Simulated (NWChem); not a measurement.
System: InHOBrF; SMILES [OH][In]([F])[Br]

Output (shortened):

```
             Northwest Computational Chemistry Package (NWChem) 7.3.0
             --------------------------------------------------------

 CS  symmetry detected

                             Geometry "geometry" -> ""
                             -------------------------

 Output coordinates in angstroms (scale by  1.889725989 to convert to a.u.)

  No.       Tag          Charge          X              Y              Z
 ---- ---------------- ---------- -------------- -------------- --------------
    1 In                  49.0000    -0.02379982     0.63419119     0.00000000
    2 F                    9.0000     1.61289108     1.72950713     0.00000000
    3 Br                  35.0000     0.01859753    -1.81597089     0.00000000
    4 O                    8.0000    -1.58582751     1.77747187     0.00000000
    5 H                    1.0000    -1.31412214     2.69827354     0.00000000

 Effective nuclear repulsion energy (a.u.)     708.9860726317

      Symmetry information
      --------------------

 Group name             Cs
 Group number              2
 Group order               2
 No. of unique centers     5

                                Z-matrix (autoz)
                                --------

 Units are Angstrom for bonds and degrees for angles

      Type          Name      I     J     K     L     M      Value
      ----------- --------  ----- ----- ----- ----- ----- ----------
    1 Stretch                  1     2                       1.96938
    2 Stretch                  1     3                       2.45053
    3 Stretch                  1     4                       1.93572
    4 Stretch                  4     5                       0.96005
    5 Bend                     1     4     5               109.76117
    6 Bend                     2     1     3               122.80012
    7 Bend                     2     1     4               110.00736
    8 Bend                     3     1     4               127.19252
    9 Torsion                  2     1     4     5          -0.00000
   10 Torsion                  3     1     4     5         180.00000

                           NWChem Geometry Optimization
                           ----------------------------

[...]

      ----------------------
      Optimization converged
      ----------------------

  Step       Energy      Delta E   Gmax     Grms     Xrms     Xmax
  ---- ---------------- -------- -------- -------- -------- --------
@    6   -2939.03667718 -6.3D-07  0.00025  0.00009  0.00048  0.00107
                                     ok       ok       ok       ok

                                Z-matrix (autoz)
                                --------

 Units are Angstrom for bonds and degrees for angles

      Type          Name      I     J     K     L     M      Value     Gradient
      ----------- --------  ----- ----- ----- ----- ----- ---------- ----------
    1 Stretch                  1     2                       1.97625   -0.00007
    2 Stretch                  1     3                       2.47061    0.00025
    3 Stretch                  1     4                       2.00835    0.00000
    4 Stretch                  4     5                       0.97963    0.00003
    5 Bend                     1     4     5               107.53042    0.00001
    6 Bend                     2     1     3               118.58610   -0.00008
    7 Bend                     2     1     4               117.52069   -0.00002
    8 Bend                     3     1     4               123.89321    0.00010
    9 Torsion                  2     1     4     5          -0.00000    0.00000
   10 Torsion                  3     1     4     5         180.00000    0.00000

                         Geometry "geometry" -> "geometry"
                         ---------------------------------

 Output coordinates in angstroms (scale by  1.889725989 to convert to a.u.)

[...]

 Rotational Constants
 --------------------
 A=   0.162876 cm-1  (  0.234337 K)
 B=   0.040239 cm-1  (  0.057894 K)
 C=   0.032267 cm-1  (  0.046424 K)

 Temperature                      =   298.15K
 frequency scaling parameter      =   1.0000

 Zero-Point correction to Energy  =    9.364 kcal/mol  (  0.014923 au)
 Thermal correction to Energy     =   13.345 kcal/mol  (  0.021267 au)
 Thermal correction to Enthalpy   =   13.938 kcal/mol  (  0.022211 au)

 Total Entropy                    =   85.201 cal/mol-K
   - Translational                =   42.192 cal/mol-K (mol. weight = 230.8217)
   - Rotational                   =   28.412 cal/mol-K (symmetry #  =        1)
   - Vibrational                  =   14.597 cal/mol-K

 Cv (constant volume heat capacity) =   17.942 cal/mol-K
   - Translational                  =    2.979 cal/mol-K
   - Rotational                     =    2.979 cal/mol-K
   - Vibrational                    =   11.983 cal/mol-K

[normal modes left out]

 ----------------------------------------------------------------------------
 Normal Eigenvalue ||           Projected Infra Red Intensities
  Mode   [cm**-1]  || [atomic units] [(debye/angs)**2] [(KM/mol)] [arbitrary]
 ------ ---------- || -------------- ----------------- ---------- -----------
    1       -0.000 ||    0.000161           0.004         0.157       0.061
    2       -0.000 ||    0.000045           0.001         0.044       0.017
    3        0.000 ||    0.000119           0.003         0.116       0.045
    4        0.000 ||    0.000034           0.001         0.033       0.013
    5        0.000 ||    0.000075           0.002         0.073       0.028
    6        0.000 ||    0.000000           0.000         0.000       0.000
    7       84.638 ||    0.002746           0.063         2.677       1.038
    8      110.929 ||    0.029401           0.678        28.662      11.111
    9      113.295 ||    0.014140           0.326        13.784       5.343
   10      251.796 ||    0.019745           0.456        19.248       7.462
   11      281.466 ||    0.097345           2.246        94.897      36.787
   12      574.340 ||    0.038321           0.884        37.357      14.481
   13      595.544 ||    0.056781           1.310        55.353      21.458
   14      862.044 ||    0.061850           1.427        60.294      23.373
   15     3679.357 ||    0.076169           1.757        74.253      28.784
 ----------------------------------------------------------------------------
```

Level: PBE-D3(BJ)/def2-SVP with def2 effective core potentials on In. This build's default masses of Se (78.918 u) and Br (79.917 u) are each other's, which moves their modes by up to 0.6 %. def2 effective core potentials on In; no spin-orbit coupling.

### Question
Reconstruct the input file.

### Answer
This is not unique; one that fits is the input that was run:
```
start job
memory heap 200 mb stack 900 mb global 1100 mb
geometry units angstroms
  In     0.111143     0.332341    -0.572195
  F      1.886010     0.303738    -1.425133
  Br    -0.377384    -0.853251     1.516059
  O     -1.111020     1.405142    -1.622165
  H     -0.657037     1.753587    -2.392999
end
basis spherical
  * library def2-svp
end
ecp
  In library def2-ecp
end
dft
  xc xpbe96 cpbe96
  disp vdw 4
  iterations 150
end
driver
  maxiter 120
end
task dft optimize
dft
  grid fine
  convergence energy 1d-8 density 1d-7
end
task dft freq numerical
```
